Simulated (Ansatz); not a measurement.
`CC(=O)OBCl` + H₂Se → `CC(=O)[SeH]` + `OBCl` at 600 K and 1 bar (substitution at a C–O bond).

Program: Ansatz. Geometries: PBE0-D4/def2-TZVP. ΔE: electronic, gas phase. CCSD(T)/CBS adds triple-zeta CCSD(T) − MP2 to the extrapolated MP2 energy (def2 sets, frozen cores). This one scheme is used for every species. For Se outer-core shells are correlated without core-valence functions, which leaves a few kJ/mol of doubt a bond. Scalar relativity is left out up to krypton. One conformer a species, not always the lowest.

| species | CCSD(T)/CBS energy (Eh) | H − E (kJ/mol) | S (J/(mol·K)) |
| --- | --- | --- | --- |
| `CC(=O)OBCl` | -713.52185 | 232.8 | 440.6 |
| H₂Se | -2401.89790 | 57.0 | 244.8 |
| `CC(=O)[SeH]` | -2554.38193 | 189.8 | 383.0 |
| `OBCl` | -561.03999 | 107.2 | 308.7 |

H − E and S are ideal-gas, rigid-rotor, harmonic terms from PBE0-D4/def2-TZVP, for one conformer and one mirror image of each species. 1 Eh = 2625.50 kJ/mol, R = 8.31446 J/(mol·K).

Task: By hand: ΔE, ΔH, ΔS and ΔG.

Result: ΔE = (-2554.38193) + (-561.03999) − (-713.52185) − (-2401.89790) = -0.00217 Eh = -5.7 kJ/mol. Δ(H − E) = 189.8 + 107.2 − 232.8 − 57.0 = 7.2, so ΔH = 1.5 kJ/mol. ΔS = 383.0 + 308.7 − 440.6 − 244.8 = 6.3 J/(mol·K). ΔG = 1.5 − 600 × (6.3)/1000 = -2.3 kJ/mol.

Task: By hand: the equilibrium constant, and the temperature at which ΔG would vanish if ΔH and ΔS stayed fixed.

Result: log₁₀ K = −ΔG/(RT ln 10) = 0.2. ΔG = 0 at ΔH/ΔS = 238 K, though so small a ΔH makes that figure unsure.

TΔS isn't small against ΔH here. The sign of ΔG lies within the doubt. A doubt of 5 kJ/mol in ΔE shifts log₁₀ K by 0.4 here. Other conformers and mirror images would add mixing entropy, several J/(mol·K) or more a flexible species. These are equilibria of isolated gas molecules and say nothing of rates. Largest T1 diagnostic: 0.014 (customary marks: 0.02 for closed shells, 0.045 for open ones).
